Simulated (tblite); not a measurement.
Species: C6H12O2Si.
Atom-mapped SMILES: `[CH3:1][C:2](=[O:3])[C@@:4]1([CH3:5])[CH2:6][C@@H:7]1[O:8][SiH3:9]` (hydrogens: H10, H11, H12 on C1; H13, H14, H15 on C5; H16, H17 on C6; H18 on C7; H19, H20, H21 on Si9)

The geometry is computed with GFN2-xTB (gas phase).

Problem. What internal coordinates does the optimisation give?

Solution. 
| bond | length (Å) |
| --- | --- |
| C1–C2 | 1.507 |
| C2=O3 | 1.212 |
| C2–C4 | 1.489 |
| C4–C5 | 1.509 |
| C4–C6 | 1.522 |
| C6–C7 | 1.486 |
| C7–O8 | 1.370 |
| O8–Si9 | 1.624 |
| C4–C7 | 1.527 |
| C1–H10, C1–H11, C1–H12 | 1.087 |
| C5–H13, C5–H14, C5–H15 | 1.088 |
| C6–H16 | 1.079 |
| C6–H17 | 1.079 |
| C7–H18 | 1.086 |
| Si9–H19, Si9–H21 | 1.465 |
| Si9–H20 | 1.454 |

Bonds in one row agree within 0.01 Å and their mean is given. A selection of angles:
| angle | degrees |
| --- | --- |
| C2–C1–H10 | 110.5 |
| H10–C1–H11 | 109.8 |
| H10–C1–H12 | 108.3 |
| C1–C2–O3 | 121.9 |
| C1–C2–C4 | 116.9 |
| O3–C2–C4 | 121.1 |
| C2–C4–C5 | 119.7 |
| C2–C4–C6 | 114.9 |
| C2–C4–C7 | 113.7 |
| C5–C4–C6 | 117.8 |
| C5–C4–C7 | 117.7 |
| C6–C4–C7 | 58.3 |
| C4–C5–H13 | 111.1 |
| C4–C5–H14 | 109.3 |
| H13–C5–H14 | 107.9 |
| H13–C5–H15 | 108.9 |
| C4–C6–C7 | 61.0 |
| C4–C6–H16 | 116.9 |
| C4–C6–H17 | 116.8 |
| C7–C6–H16 | 117.9 |
| C7–C6–H17 | 117.6 |
| H16–C6–H17 | 115.6 |
| C6–C7–O8 | 120.0 |
| C6–C7–H18 | 117.4 |
| O8–C7–H18 | 114.4 |
| C4–C7–C6 | 60.7 |
| C4–C7–O8 | 117.7 |
| C4–C7–H18 | 116.2 |
| C7–O8–Si9 | 130.1 |
| O8–Si9–H19 | 111.4 |
| O8–Si9–H20 | 98.4 |
| H19–Si9–H20 | 113.6 |
| H19–Si9–H21 | 108.5 |

Torsions: C1–C2–C4–C5 6° (synperiplanar); C2–C4–C6–C7 103° (anticlinal); C4–C6–C7–O8 107° (anticlinal); C6–C7–O8–Si9 98° (anticlinal); C2–C4–C7–C6 -106° (anticlinal).

The C–C distances run from 1.486 Å (C6–C7, drawn single) to 1.527 Å (C4–C7, drawn single), a spread of 0.041 Å. O8 (silyl ether oxygen) is bent (angle 130.1°). The C–O distances run from 1.212 Å (C2=O3, drawn double) to 1.370 Å (C7–O8, drawn single), a spread of 0.158 Å. Si9 (oxygen-bound silicon) is distorted tetrahedral (angles from 98.4° to 113.7°). The 3-membered ring C4–C6–C7 has internal angles of 58.3° to 61.0°. Of the pairs four or more bonds apart, O8···H14 is among the closest relative to their van der Waals radii: 2.46 Å, 90 % of the sum of Bondi's values.

Point group: C1 (no symmetry element, even within 0.4 Å). Its lowest GFN2-xTB frequency is 4 cm⁻¹, too small to tell a flat minimum from a shallow saddle. One conformer, not necessarily the lowest. 3 starts were optimised and ended at 0.00, 1.31 and 3.61 kcal/mol (GFN2-xTB); the lowest of these is shown.

Hardware: one thread of an Arm Neoverse N1, shared host with 64 logical CPUs at a one-minute load of 59. Cost: 1.6 s of wall time. That covers the optimisation of the geometry.
